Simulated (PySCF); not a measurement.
boron atom (B), doublet; CCSD(T)/STO-3G in PySCF.

Here is a job for PySCF.
```python
from pyscf import gto, scf, cc

mol = gto.Mole()
mol.atom = '''
    B     0.000000    0.000000    0.000000
'''
mol.basis = 'sto-3g'
mol.charge = 0
mol.spin = 1
mol.verbose = 4
mol.build()

mf = scf.UHF(mol)
mf.kernel()

mycc = cc.CCSD(mf, frozen=1)
mycc.kernel()
et = mycc.ccsd_t()
print('E(CCSD(T)) = %.10f' % (mycc.e_tot + et))
```

The log (banner, timings and long lists left out):

```
PySCF version 2.14.0

[INPUT] verbose = 4
[INPUT] num. atoms = 1
[INPUT] num. electrons = 5
[INPUT] charge = 0
[INPUT] spin (= nelec alpha-beta = 2S) = 1
[INPUT] symmetry False subgroup None
[INPUT] Mole.unit = angstrom
[INPUT] Symbol           X                Y                Z      unit          X                Y                Z       unit  Magmom
[INPUT]  1 B      0.000000000000   0.000000000000   0.000000000000 AA    0.000000000000   0.000000000000   0.000000000000 Bohr   0.0

nuclear repulsion = 0
number of shells = 3
number of NR pGTOs = 15
number of NR cGTOs = 5
basis = sto-3g
ecp = {}

******** <class 'pyscf.scf.uhf.UHF'> ********
method = UHF
initial guess = minao
damping factor = 0
level_shift factor = 0
DIIS = <class 'pyscf.scf.diis.CDIIS'>
diis_start_cycle = 1
diis_space = 8
diis_damp = 0
SCF conv_tol = 1e-09
SCF conv_tol_grad = None
SCF max_cycles = 50
direct_scf = True
direct_scf_tol = 1e-13
number electrons alpha = 3  beta = 2
Set gradient conv threshold to 3.16228e-05
init E= -23.9245780263925

cycle= 1 E= -24.1489885988536  delta_E= -0.224  |g|= 2.76e-16  |ddm|= 0.913
cycle= 2 E= -24.1489885988536  delta_E=    0  |g|= 9.1e-16  |ddm|= 2.07e-15
Extra cycle  E= -24.1489885988536  delta_E=    0  |g|= 4.6e-16  |ddm|= 2.71e-15
converged SCF energy = -24.1489885988536  <S^2> = 0.75  2S+1 = 2

******** <class 'pyscf.cc.uccsd.UCCSD'> ********
CC2 = 0
CCSD nocc = (np.int64(2), np.int64(1)), nmo = (4, 4)
frozen orbitals 1
max_cycle = 50
direct = 0
conv_tol = 1e-07
conv_tol_normt = 1e-06
diis_space = 6
diis_start_cycle = 0
diis_start_energy_diff = 1e+09
Init t2, MP2 energy = -0.0186570008355763
Init E_corr(UCCSD) = -0.0186570008355763
cycle = 1  E_corr(UCCSD) = -0.0289045968378013  dE = -0.010247596  norm(t1,t2) = 0.0643718
cycle = 2  E_corr(UCCSD) = -0.0343151587198944  dE = -0.00541056188  norm(t1,t2) = 0.0339873
cycle = 3  E_corr(UCCSD) = -0.0400939895687427  dE = -0.00577883085  norm(t1,t2) = 0.0175529
cycle = 4  E_corr(UCCSD) = -0.0400114834641666  dE = 8.25061046e-05  norm(t1,t2) = 0.000299026
cycle = 5  E_corr(UCCSD) = -0.0400052727397417  dE = 6.21072442e-06  norm(t1,t2) = 4.19753e-05
cycle = 6  E_corr(UCCSD) = -0.0400029723486166  dE = 2.30039113e-06  norm(t1,t2) = 2.2628e-05
cycle = 7  E_corr(UCCSD) = -0.0400017747096044  dE = 1.19763901e-06  norm(t1,t2) = 1.54621e-05
cycle = 8  E_corr(UCCSD) = -0.0399977914429151  dE = 3.98326669e-06  norm(t1,t2) = 1.17314e-05
cycle = 9  E_corr(UCCSD) = -0.0399980094386802  dE = -2.17995765e-07  norm(t1,t2) = 6.76694e-07
cycle = 10  E_corr(UCCSD) = -0.0399980087031075  dE = 7.35572707e-10  norm(t1,t2) = 2.37013e-09
UCCSD converged
E(UCCSD) = -24.18898660755676  E_corr = -0.03999800870310753
UCCSD(T) correction = 2.92156669049782e-36
E(CCSD(T)) = -24.1889866076
```
